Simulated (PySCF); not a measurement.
## NMR parameters of ZnMeBr

ZnMeBr, CH3BrZn, point group C3v.

Geometry (Å), atoms numbered from 1 in this order:
```xyz
6

Zn   -0.008    0.009   -1.108
C     0.004    0.002    0.826
H    -0.449    0.924    1.223
H     1.034   -0.069    1.207
H    -0.567   -0.856    1.212
Br   -0.014   -0.009   -3.359
```

GIAO calculations in PySCF on the PBE0-D3(BJ)/def2-SVP structure: isolated species, non-relativistic, equivalent atoms averaged; basis pcSseg-1 (pcSseg-2 on Zn).

**Question.** Give the isotropic shieldings (ppm) with B3LYP, PBE, PBE0.

**Answer.** 
```
             atoms                        environment  B3LYP    PBE   PBE0
               Br6               bromine bonded to Zn   2739   2686   2790
               Zn1                 Zn bonded to C, Br   1581   1543   1608
                C2           carbon bonded to Zn, 3 H  191.0  189.8  197.1
          H3/H4/H5  hydrogen on a carbon bonded to Zn  31.18  30.92  31.13
HOMO–LUMO gap (eV)                                  –   7.01   5.49   7.65
```

**Question.** And the chemical shifts, against references computed in the same way?

**Answer.** 
| atoms | nucleus, reference | B3LYP | PBE | PBE0 |
| --- | --- | --- | --- | --- |
| Br6 | ⁷⁹Br, HBr | -195 | -134 | -206 |
| C2 | ¹³C, TMS | -11.8 | -9.8 | -12.7 |
| H3/H4/H5 | ¹H, TMS | 0.20 | 0.28 | 0.13 |

**Question.** Which part of the shielding of Br6 depends on the functional?

**Answer.** Diamagnetic: B3LYP 3123, PBE 3122, PBE0 3123 ppm; paramagnetic: B3LYP -383, PBE -436, PBE0 -332 ppm. The diamagnetic part, set mainly by inner electrons, hardly moves; the paramagnetic part goes with low-lying magnetically allowed excitations and carries the spread.

**Question.** What couplings does PBE/pcJ-1 (pcSseg-1 on Br, pcSseg-1 on Zn) give?

**Answer.** ¹J(C2,H3) = 126.0, ²J(H3,H4) = -11.6 Hz (averaged over equivalent pairs; isotopes ¹³C, ¹H).

Relativistic effects, spin–orbit coupling among them, are left out; they matter for Br and for the light atoms bonded to it.
